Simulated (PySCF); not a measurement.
C₅H₁₀O₂, triplet, at a GFN2-xTB geometry (a higher spin typed on purpose: for a closed-shell molecule this is an excited state), with bond 16-4 at 1.6 times its length. Base run: DF-TPSS/def2-SV(P) (PySCF).

The PySCF input:
```python
from pyscf import gto, scf, dft

mol = gto.Mole()
mol.atom = '''
    C    -0.736255    0.180313    1.501626
    C    -0.605208    0.184055   -0.004985
    C    -1.560346   -0.772882   -0.683185
    C    -0.641738    1.567733   -0.617473
    C     0.968487   -0.349341   -0.396866
    O     1.842172    0.556625    0.136105
    O     1.025523   -1.596395   -0.199874
    H    -0.065940    0.907064    1.956274
    H    -1.759339    0.436985    1.780354
    H    -0.519297   -0.809438    1.899640
    H    -2.579655   -0.400562   -0.575852
    H    -1.496432   -1.762376   -0.239590
    H    -1.334736   -0.857127   -1.743274
    H     0.115091    2.213778   -0.181042
    H    -0.481933    1.520162   -1.691684
    H    -2.213642    2.267281   -0.322671
    H     2.255213    0.205460    0.943838
'''
mol.basis = 'def2-sv(p)'
mol.charge = 0
mol.spin = 2
mol.verbose = 4
mol.build()

mf = dft.UKS(mol)
mf.xc = 'tpss'
mf = mf.density_fit(auxbasis='def2-universal-jkfit')
mf.kernel()
```

The base run was repeated with changes; each row names its change, and settings that it needs were set with it.

```csv
change,ΔE vs base (µEh),SCF cycles,<S^2>
base,0.0,18,2.020
damp = 0.5; diis_start_cycle = 5,0.0,40,2.020
conv_tol = 1e-6,0.2,12,2.020
level_shift = 0.1 (with mf.max_cycle = 100),0.0,21,2.020
init_guess = huckel,0.0,22,2.020
init_guess = atom,0.0,18,2.020
diis_space = 4,0.0,23,2.020
```

Open shells are given as the SCF converged; they aren't shown to be the lowest states, and a large step between rows can be another state.
